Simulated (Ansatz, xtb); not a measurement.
Relative energy of two structures of As4

Structure X is a singlet given by its coordinates and structure Y is a singlet given by its coordinates. Both are isolated molecules in the gas phase, relaxed with r2SCAN-D4/def2-SVP.

X (Å):

```xyz
4

As   -0.1940    0.7711   -1.0322
As   -0.3119    1.1911    1.2047
As   -0.7244   -1.2579    1.5938
As    0.0392   -1.6772   -0.5121
```

Close contacts (Å): As1–As2 2.28, As1–As4 2.51, As2–As3 2.51, As3–As4 2.28.

Y (Å):

```yaml
atoms:
  - { symbol: As, position_ang: [0.7200, 1.0926, 0.7366] }
  - { symbol: As, position_ang: [0.5792, -0.6491, -1.1939] }
  - { symbol: As, position_ang: [-1.1580, 0.8924, -0.7018] }
  - { symbol: As, position_ang: [1.4464, -1.1568, 0.9570] }
```

Close contacts (Å): As1–As2 2.60, As1–As3 2.37, As1–As4 2.37, As2–As3 2.37, As2–As4 2.37.

Energies in hartree; the thermal terms are from r2SCAN-D4/def2-SVP harmonic frequencies (ideal gas, rigid rotor, one conformer each, 298.15 K, 1 atm) and include the zero-point energy:

|  | X | Y |
| --- | --- | --- |
| E, CCSD(T)/def2-SVP | −8936.633767 | −8936.632934 |
| E, MP2/def2-SVP | −8936.603375 | −8936.616552 |
| E, MP2/def2-TZVPP | −8937.837554 | −8937.860090 |
| zero-point energy | 0.002909 | 0.003189 |
| H(298 K) − E | 0.010048 | 0.010067 |
| G(298 K) − E | −0.030351 | −0.029540 |

Q: Correct the CCSD(T) difference for the basis set by the MP2 change, then work out ΔE, ΔE₀, ΔH and ΔG for X → Y in kcal/mol (1 Eh = 627.51 kcal/mol) and the equilibrium ratio [Y]/[X].

A: 1. Differences Y − X: CCSD(T) +0.000833, MP2 in the small set −0.013177, MP2 in the large set −0.022536 Eh.
2. ΔE = +0.000833 + (−0.022536 − (−0.013177)) = −0.008526 Eh = −5.35 kcal/mol.
3. ΔE₀ = ΔE + ΔZPE = −0.008526 + (+0.000280) Eh = −5.17 kcal/mol.
4. ΔH = ΔE + (+0.000019) Eh = −5.34 kcal/mol.
5. ΔG = ΔE + (+0.000811) Eh = −4.84 kcal/mol, so ΔS = (ΔH − ΔG)/T = −7.0 J/(mol K).
6. kT = 0.9442 mEh, so K = [Y]/[X] = exp(−ΔG/kT) = exp(+8.17) ≈ 3.5 × 10^3.

The sums favour Y, but ΔE leans on the basis-set step (CCSD(T) alone has the other sign or is under 1 kcal/mol), so the order isn't settled. An error of 1 kcal/mol in ΔG would change K by a factor of 5.4. The basis-set step is large, which makes the value less sure. HF/STO-3G, HF/def2-SVP found them nearly level. CCSD(T)/def2-SVP gave ΔE the other sign. Mirror images and further conformers aren't counted.

Other levels gave ΔE = −7.9 (GFN2-xTB); −0.3 (HF/STO-3G, GFN2-xTB geometries); −7.8 (r2SCAN-D4/def2-SVP//GFN2-xTB); −8.3 (r2SCAN-D4/def2-SVP); +0.3 (HF/def2-SVP); −8.3 (MP2/def2-SVP); +0.5 (CCSD(T)/def2-SVP) kcal/mol. The correlated steps freeze 36 core orbitals; the filled d shell of As is correlated, in a basis made for valence electrons. Programs: Ansatz 0.2.0, xtb 6.7.1.
